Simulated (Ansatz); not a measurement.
Consider the substitution at a C–C bond: `C/C=C\C(C)C` + `BB(C)O` → `BB(C)OC` + `C/C=C\CC`.

Program: Ansatz. Geometries: PBE0-D4/def2-TZVP. ΔE: electronic, gas phase. CCSD(T)/CBS adds triple-zeta CCSD(T) − MP2 to the extrapolated MP2 energy (def2 sets, frozen cores). Double bonds are as drawn, so ΔE can hold a change between cis and trans. DFT in def2-TZVPP. B3LYP here is the variant with VWN-RPA as its local correlation; programs differ in this. Each species was taken in one conformer, which may not be the lowest.

`C/C=C\C(C)C`:

Z-matrix (Å, degrees):
```
C
C 1 1.491
H 1 1.090 2 112.9
H 1 1.095 2 110.7 3 -121.1
H 1 1.095 2 110.7 3 121.1
C 2 1.330 1 127.7 3 0.2
H 2 1.088 1 115.1 3 -179.8
C 6 1.497 2 128.2 1 0.0
H 6 1.090 2 117.5 1 -180.0
C 8 1.526 6 110.3 2 -118.6
C 8 1.526 6 110.3 2 118.8
H 8 1.094 6 109.3 2 0.1
H 10 1.093 8 111.0 6 -179.4
H 10 1.094 8 110.6 6 -59.9
H 10 1.092 8 111.3 6 59.8
H 11 1.094 8 110.6 6 59.9
H 11 1.093 8 111.0 6 179.5
H 11 1.092 8 111.2 6 -59.8
```

`BB(C)O`:

Z-matrix (Å, degrees):
```
C
B 1 1.575
H 1 1.093 2 113.8
H 1 1.094 2 111.5 3 123.7
H 1 1.097 2 108.5 3 -118.0
O 2 1.367 1 115.8 3 -144.8
B 2 1.681 1 118.7 3 36.1
H 6 0.959 2 114.4 1 -178.3
H 7 1.201 2 121.9 1 -90.6
H 7 1.200 2 122.5 1 85.1
```

`BB(C)OC`:

Cartesian coordinates in Å:
```
B 1.068 -0.352 -1.158
B -0.082 0.374 -0.162
C -0.538 1.853 -0.463
O -0.651 -0.225 0.915
C -0.295 -1.529 1.311
H 2.248 -0.199 -1.000
H 0.761 -0.988 -2.129
H 0.232 2.544 -0.099
H -1.474 2.098 0.046
H -0.652 2.060 -1.531
H 0.184 -1.496 2.292
H -1.196 -2.142 1.381
H 0.395 -2.000 0.598
```

`C/C=C\CC`:

```xyz
15

C    -0.100    1.223    1.801
C    -1.076    0.427    1.003
C    -0.905   -0.084   -0.214
C     0.309   -0.004   -1.080
C     0.885   -1.381   -1.390
H    -0.499    2.219    2.020
H     0.090    0.745    2.767
H     0.858    1.350    1.296
H    -2.035    0.253    1.485
H    -1.735   -0.646   -0.640
H     1.077    0.622   -0.619
H     0.039    0.488   -2.022
H     0.138   -2.021   -1.867
H     1.742   -1.310   -2.064
H     1.212   -1.881   -0.475
```

| level | ΔE (kJ/mol) | difference from CCSD(T)/CBS |
| --- | --- | --- |
| PBE-D4 | 50.8 | -5.8 |
| r2SCAN-D4 | 52.1 | -4.5 |
| PBE0-D4 | 52.8 | -3.8 |
| B3LYP-D4 | 47.3 | -9.3 |
| ωB97X-V | 50.6 | -6.0 |
| ωB97M-V | 53.4 | -3.2 |
| B2PLYP | 49.9 | -6.7 |
| PBE | 48.5 | -8.1 |
| r2SCAN | 51.4 | -5.2 |
| PBE0 | 50.9 | -5.7 |
| B3LYP | 43.9 | -12.7 |
| HF/def2-TZVPP | 42.4 | -14.2 |
| MP2/def2-TZVPP | 62.2 | 5.6 |
| SCS-MP2/def2-TZVPP | 55.9 | -0.7 |
| CCSD/def2-TZVPP | 54.0 | -2.6 |
| CCSD(T)/def2-TZVPP | 55.0 | -1.6 |
| HF/def2-QZVPP | 42.0 | -14.6 |
| MP2/def2-QZVPP | 63.0 | 6.4 |
| SCS-MP2/def2-QZVPP | 56.8 | 0.2 |
| HF/CBS(def2) | 42.0 | -14.6 |
| MP2/CBS(def2) | 63.8 | 7.2 |
| CCSD/CBS(def2) | 55.6 | -1.0 |
| CCSD(T)/CBS | 56.6 | 0 |

Largest T1 diagnostic among the species: 0.013.

The D4 term adds +3.5 kJ/mol with B3LYP and +2.0 kJ/mol with PBE0; it sums over pairs of atoms, weighted by their polarisabilities, and B3LYP, whose exchange is more repulsive, gets the larger term. In def2-TZVPP, CCSD(T) changes the Hartree–Fock value by +12.6 kJ/mol (the triples alone add +1.0 kJ/mol) and MP2 by +19.7 kJ/mol.
